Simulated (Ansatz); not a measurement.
Ideal-gas functions of ClGeH₃OSi (`Cl[SiH]1[O][GeH2]1`) at 298.15 K and 1 bar, from an Ansatz frequency run at PBE0-D4/def2-TZVP.

Molar mass 155.17 g/mol, point group C1 (symmetry number 1), electronic degeneracy 1, moments of inertia 62.059, 383.114, 407.786 u Å². Harmonic wavenumbers (cm⁻¹, unscaled): 120, 223, 366, 406, 444, 567, 585, 645, 721, 814, 866, 948, 2149, 2166, 2257.

Use S(trans) = R[1.5 ln M + 2.5 ln T − 1.1517]; rotational temperatures θ = 24.2544 K / I; S(rot) = R[ln(√π/σ · √(T³/θAθBθC)) + 1.5]; for each mode x = 1.438777 ν̃/T, S = R[x/(eˣ − 1) − ln(1 − e⁻ˣ)] and H = RT x/(eˣ − 1); 1 cm⁻¹ = 0.0119627 kJ/mol; R = 8.31446 J/(mol·K).

Problem. By hand: the entropy, in J/(mol·K).

Solution. Translation 171.8. Rotation: θ = 0.3908, 0.0633, 0.0595 K, giving 115.4. Vibration, mode by mode: 12.97, 8.09, 4.59, 3.94, 3.41, 2.13, 1.99, 1.58, 1.18, 0.82, 0.67, 0.48, 0.00, 0.00, 0.00, in all 41.9. Electronic 0.0. Sum 329.1 J/(mol·K).

Problem. By hand: H − E and G − E in kJ/mol, counted from the electronic energy.

Solution. Zero-point energy ½ × 13277 × 0.0119627 = 79.4; thermal vibration 7.6; translation, rotation and pV give 4 RT = 9.9. H − E = 96.9 kJ/mol, and G − E = 96.9 − 298.15 × 329.1/1000 = -1.2 kJ/mol.

Vibration gives 13 % of the entropy, 13.0 J/(mol·K) of it from the mode under 150 cm⁻¹: soft modes count most, and the harmonic formula is weakest for them. The sum counts one conformer and one mirror image; others add a mixing term.
